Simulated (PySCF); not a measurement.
# Complete the spectrum of Sn(vinyl)2(NCO)2

Species: Sn(vinyl)2(NCO)2, C6H6N2O2Sn.
Geometry (PBE0-D3(BJ)/def2-SVP, Å), atoms numbered from 1 in this order:
```
atom  x, y, z in Å
Sn1    0.2434   -0.3653    0.0111
C2    -0.0116   -0.8101    2.0623
C3    -0.9133   -0.1406    2.7834
H4     0.5964   -1.5993    2.5175
H5    -1.5333    0.6506    2.3471
H6    -1.0722   -0.3605    3.8456
C7     2.0644    0.2739   -0.8514
C8     2.2105    1.5213   -1.3022
H9     2.8843   -0.4483   -0.9314
H10    1.4072    2.2637   -1.2406
H11    3.1472    1.8570   -1.7627
N12   -1.0986    1.1273   -0.3069
C13   -1.7976    1.7656   -1.0505
O14   -2.4922    2.4208   -1.7268
N15   -0.3770   -1.9595   -1.0814
C16   -1.2425   -2.7162   -1.4376
O17   -2.0435   -3.4810   -1.8153
```

Theory: TDDFT CAM-B3LYP/def2-SVPD, vertical, gas phase, core orbitals frozen in the response, def2 core potentials past Kr in PySCF 2.14.0, density-fitted response routines. Spin–orbit coupling is left out.

Orbital energies (eV): HOMO-3 -10.02, HOMO-2 -9.91, HOMO-1 -9.75, HOMO -9.62, LUMO -0.36, LUMO+1 0.30, LUMO+2 0.49.

Lowest singlets, with some entries withheld (?).

| state | E (eV) | f | main configurations (H = HOMO, L = LUMO) |
| --- | --- | --- | --- |
| S1 | 6.07 | 0.018 | H→L (66%), H-6→L (9%) |
| S2 | 6.53 | 0.039 | H→L+1 (26%), H-2→L (22%), H-1→L (12%) |
| S3 | 6.67 | 0.089 | H-1→L (18%), H→L+2 (10%), H-3→L (10%) |
| S4 | 6.71 | 0.0057 | H-2→L (22%), H-2→L+2 (12%), H→L+1 (9%) |
| S5 | 6.82 | 0.119 | H-3→L (24%), H-1→L (16%) |
| S6 | ? | 0.221 | H-3→L (27%), H→L+3 (25%) |
| S7 | ? | 0.018 | H-4→L (13%), H-1→L+1 (10%) |
| S8 | ? | 0.011 | H-1→L (14%), H-4→L (14%) |
| S9 | ? | 0.017 | H→L+2 (22%), H-3→L+2 (12%), H-1→L+2 (9%) |
| S10 | ? | 0.068 | H-2→L+2 (18%), H-4→L (13%), H-2→L (9%) |

Q: What stands in place of each question mark?

A: 
- S6: E = 7.03 eV
- S7: E = 7.09 eV
- S8: E = 7.12 eV
- S9: E = 7.22 eV
- S10: E = 7.24 eV

Q: What is the mean static polarisability from the same response equations?

A: 124.5 au (18.45 Å³), with principal values 117.4, 121.2 and 134.8 au.

Q: How far apart are S2 and S4, in eV and cm⁻¹?

A: 6.714 − 6.532 = 0.182 eV, or about 1470 cm⁻¹.

Q: Where do the lowest triplets lie (Tamm–Dancoff)?

A: T1 4.29 eV, H-3→L (44%), H-4→L+1 (19%), H-5→L+1 (8%); T2 4.30 eV, H-4→L (32%), H-3→L+1 (29%), H-5→L (12%); T3 5.68 eV, H→L (59%), H-6→L (15%); T4 6.02 eV, H→L+1 (37%), H-7→L (14%), H-6→L+1 (10%). E(S1) − E(T1) = +1.78 eV.

One conformer stands for the species.
